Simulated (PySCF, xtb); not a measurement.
Si(CCH)3(F) (C₆H₃FSi), SMILES C(#C)[Si](C#C)(C#C)F.

Geometry: PBE-D3(BJ)/def2-SVP.

Computed with C-PCM-M06-2X/def2-SVP run with PySCF 2.14.0.

The values are the electrostatic part of the solvation free energy, E(continuum) − E(gas) at the gas-phase geometry, in a cavity of scaled van der Waals radii (PySCF's table); cavitation and dispersion terms are not included. In vacuum the orbital gap is 9.00 eV. The dipole moment in vacuum is 2.32 D.

| solvent | ε | ΔG(elec) (kcal/mol) | dipole (D) | gap (eV) |
|---|---|---|---|---|
| water | 78.36 | -7.5 | 2.88 | 9.00 |
| diethylether | 4.24 | -5.6 | 2.73 | 9.00 |
| toluene | 2.37 | -4.1 | 2.61 | 9.00 |

For comparison, GFN2-xTB/ALPB(water) (xtb, at the GFN2-xTB geometry, all terms of that model) gives -2.4 kcal/mol.
